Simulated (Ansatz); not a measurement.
In₅ (the lowest doublet isomer of a short search) was relaxed with PBE0-D4 (def2-SVP) in Ansatz in these states: neutral doublet, neutral quartet. The geometries follow in no particular order.

In the def2 sets In takes a core potential; there is no spin–orbit coupling.

A:

Cartesian coordinates in Å:
```
In 0.8321 1.1444 1.7092
In -2.4395 0.6135 0.1295
In 1.5830 -1.5809 0.8789
In -0.0228 -1.5418 -1.5969
In 0.0471 1.3647 -1.1207
```

B:

```xyz
5

In   -1.649   -0.538    1.549
In   -0.495    0.383   -2.194
In    0.704   -2.084    0.734
In    1.986    0.289   -0.480
In   -0.547    1.950    0.391
```

Judge from the bond lengths which geometry belongs to which state (an estimate).

A is the neutral doublet (In4–In5 2.946 Å, In2–In5 2.883 Å, In1–In3 2.946 Å); B is the neutral quartet (In4–In5 3.152 Å, In2–In5 3.023 Å, In1–In3 2.931 Å).

At PBE0-D4/def2-TZVP a doublet lies 0.29 eV below the neutral quartet. These are the stationary points nearest to one start from a short search; other shapes may lie lower in each state.
